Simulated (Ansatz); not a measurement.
Molecule (SMILES): [Cl][Ge] (Cl-Ge), doublet.
Atoms: Ge1, Cl2. Bonds: Ge1-Cl2.

Basis-set convergence of the optimised Ge1-Cl2 bond length at HF with Ansatz (an electronic-structure program). All functions are spherical. The program fits the integrals of some runs and decomposes those of others, by size. Open shells are unrestricted. No added dispersion term, no relativity. Reference: the value in pcseg-4, 2.1867 Å, itself unsure by roughly 0.0004 Å (its mean distance from aug-pcseg-3, aug-cc-pV(Q+d)Z, cc-pV(5+d)Z). Deviations are taken from unrounded values.

```
basis        functions
-----------  ---------
pcseg-0             35
pcseg-1             45
cc-pV(D+d)Z         50
def2-SVP            50
pcseg-2             77
cc-pV(T+d)Z         82
def2-TZVP           85
def2-TZVPP          90
cc-pV(Q+d)Z        132
pcseg-3            132
def2-QZVP          145
def2-QZVPP         159
cc-pV(5+d)Z        204
pcseg-4            216
```

Which is the smallest set listed that can be trusted to 0.01 Å here, that is, within that of the reference together with its larger relatives (same family, alike in diffuse functions; a set with none to test it counts only in the reference's own line)?

The smallest set listed that lies within 0.01 Å of the reference with all its larger relatives (same family, alike in diffuse functions; a set with none counts only in the reference's own line) is pcseg-2 (77 functions, 0.0055 Å off). Value minus reference: pcseg-0 0.1397, pcseg-1 0.0277, cc-pV(D+d)Z 0.0175, def2-SVP 0.0134, pcseg-2 0.0055, cc-pV(T+d)Z 0.0026, def2-TZVP 0.0012, def2-TZVPP 0.0012, cc-pV(Q+d)Z 0.0005, pcseg-3 0.0004, def2-QZVP 0.0002, def2-QZVPP -0.0004, cc-pV(5+d)Z -0.0001, pcseg-4 0.0000 Å.
